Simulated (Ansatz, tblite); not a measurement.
Removing and adding an electron: Sn(NMeEt)H3 (C3H11NSn). Charge 0, multiplicity 1. Geometry: r2SCAN-D4/def2-SVP. Ansatz, gas phase; energy differences of separate SCF runs; the oxidised species was run as a doublet alone; the reduced species was run as a doublet alone.

Cartesian coordinates in Å:
```
Sn -0.724 1.196 1.614
N 0.516 0.488 0.137
C 0.514 1.173 -1.138
C 0.759 -0.942 0.060
C -0.351 -1.785 -0.572
H 1.453 0.953 -1.685
H -0.325 0.910 -1.820
H 0.479 2.265 -0.987
H 1.698 -1.098 -0.513
H 0.965 -1.319 1.079
H -0.071 -2.851 -0.600
H -1.290 -1.699 0.001
H -0.562 -1.471 -1.607
H -2.407 1.014 1.273
H -0.350 2.862 1.747
H -0.304 0.304 3.013
```

In the def2 sets Sn takes a core potential; there is no spin–orbit coupling. The xTB rows come from tblite. Correlated methods freeze 8 core orbitals; core or outer-core shells of Sn are correlated, in sets that lack core-valence functions. The rows differ in basis, and correlated rows in double-zeta sets carry the largest basis error.

Problem. Estimate orbital energies and vertical ionisation energies and electron affinities at: GFN1-xTB; GFN2-xTB; HF/def2-SVP; PBE-D4/def2-TZVP; PBE-D4/def2-TZVPD; r2SCANh-D4/def2-TZVP; r2SCANh-D4/def2-TZVPD; PBE0-D4/def2-TZVP; PBE0-D4/def2-TZVPD; MP2/def2-SVP; CCSD/def2-SVP; CCSD(T)/def2-SVP.

Solution. 
```csv
level,−HOMO (eV),vertical IE (eV),−LUMO (eV),vertical EA (eV),HOMO–LUMO gap (eV),IE − EA (eV),remarks
GFN1-xTB,10.01,13.24,5.19,2.26,4.83,10.98,–
GFN2-xTB,9.53,12.76,5.49,2.82,4.04,9.95,–
HF/def2-SVP,–,6.61,–,–,–,–,–
PBE-D4/def2-TZVP,4.68,7.68,0.78,–,3.91,–,–
PBE-D4/def2-TZVPD,4.72,–,0.85,-0.60,3.87,–,HOMO above zero (-1 doublet)
r2SCANh-D4/def2-TZVP,5.39,7.62,0.14,–,5.25,–,–
r2SCANh-D4/def2-TZVPD,5.41,–,0.19,-0.84,5.22,–,HOMO above zero (-1 doublet)
PBE0-D4/def2-TZVP,5.96,7.72,-0.01,–,5.98,–,–
PBE0-D4/def2-TZVPD,5.98,–,0.12,-0.78,5.86,–,HOMO above zero (-1 doublet)
MP2/def2-SVP,–,7.84,–,–,–,–,–
CCSD/def2-SVP,–,7.58,–,–,–,–,–
CCSD(T)/def2-SVP,–,7.62,–,–,–,–,–
```

   A HOMO above zero means that the electron is unbound at that level or that self-interaction error raises the level; the energy of removing that electron tells which. Raw xTB energy differences between charge states are shifted by several eV; the methods need an empirical correction for them. A negative affinity means that the extra electron isn't bound; its size then hangs on the basis.
